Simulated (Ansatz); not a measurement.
Geometry optimisation, RKS PBE/def2-SVP in Ansatz.

The input (input.yaml):

```yaml
crystal:
  periodic: [false, false, false]
  atoms:
    - { symbol: Hf, position_ang: [0.135486, 0.371617, -0.559099] }
    - { symbol: F, position_ang: [0.87068, -0.318363, 2.456776] }
    - { symbol: O, position_ang: [1.550659, -0.884244, -0.97277] }
    - { symbol: H, position_ang: [2.062646, -1.655465, -1.25583] }
    - { symbol: O, position_ang: [-0.78324, 1.056343, -2.123769] }
    - { symbol: H, position_ang: [-1.505071, 1.16794, -2.758682] }
    - { symbol: O, position_ang: [-1.255093, -0.380226, 0.597547] }
    - { symbol: H, position_ang: [-1.05589, -0.723906, 1.489086] }
    - { symbol: "N", position_ang: [1.110825, 2.013532, 0.497951] }
    - { symbol: H, position_ang: [2.145279, 1.981528, 0.426255] }
    - { symbol: Si, position_ang: [0.545495, 3.651577, 0.830305] }
    - { symbol: H, position_ang: [0.135239, 4.418304, -0.409791] }
    - { symbol: H, position_ang: [-0.666029, 3.595731, 1.737342] }
    - { symbol: H, position_ang: [1.637228, 4.444064, 1.518739] }
    - { symbol: H, position_ang: [1.007286, 0.590268, 2.235841] }
basis:
  gaussian: { orbitals: def2-SVP }
hamiltonian:
  xc: pbe
relax:
  f_tol: 0.03
  max_steps: 50
output:
  orbitals: {}
```

Run as:

```bash
$ ansatz run input.yaml --threads 4 --pin off --max-ram 5120MiB --backend cpu --events-out ev --progress --plain --runs-dir out
```

**Question.** Where does it end, and by what steps?

**Answer.** It converged. After 34 steps the energy has fallen by 1.748 eV; H8 moved furthest, 2.31 Å. Parted: F2–H15 (0.95 → 2.56 Å). Joined: Hf1–F2 (3.18 → 1.96 Å), N9–H15 (2.25 → 1.03 Å).

```
step  energy less start (eV)  largest force component (eV/Å)  accepted
   0                  0.0000                           0.863       yes
   2                 -0.2272                           0.394       yes
   4                 -0.3928                           0.318       yes
   6                 -0.7879                           1.389       yes
   8                 -1.0974                           2.172       yes
  10                 -1.3588                           0.256       yes
  12                 -1.4649                           1.047       yes
  14                 -1.5646                           0.384       yes
  16                 -1.5964                           1.580        no
  18                 -1.6607                           0.257       yes
  20                 -1.6920                           0.488       yes
  22                 -1.7201                           0.223       yes
  24                 -1.7375                           0.036       yes
  26                 -1.7405                           0.075       yes
  28                 -1.7438                           0.109       yes
  30                 -1.7456                           0.093       yes
  32                 -1.7471                           0.041       yes
  34                 -1.7475                           0.028       yes
```

```xyz
15
Properties=species:S:1:pos:R:3
Hf -0.037 0.063 0.371
F 0.076 -0.063 2.326
O 1.622 -0.361 -0.657
H 1.767 -1.122 -1.243
O -1.131 1.550 -0.367
H -1.949 1.611 -0.883
O -1.131 -1.490 -0.049
H -1.683 -2.278 -0.107
N 1.424 1.974 0.878
H 2.285 1.696 0.382
Si 0.854 3.615 0.383
H 0.717 3.645 -1.106
H -0.411 3.932 1.114
H 1.897 4.633 0.782
H 1.635 1.923 1.887
```

Whether the end is a true minimum wasn't checked by a vibrational analysis.

Time of the run: 95 s on 4 threads of Arm Neoverse V2, on a shared host, peak memory 0.25 GiB.
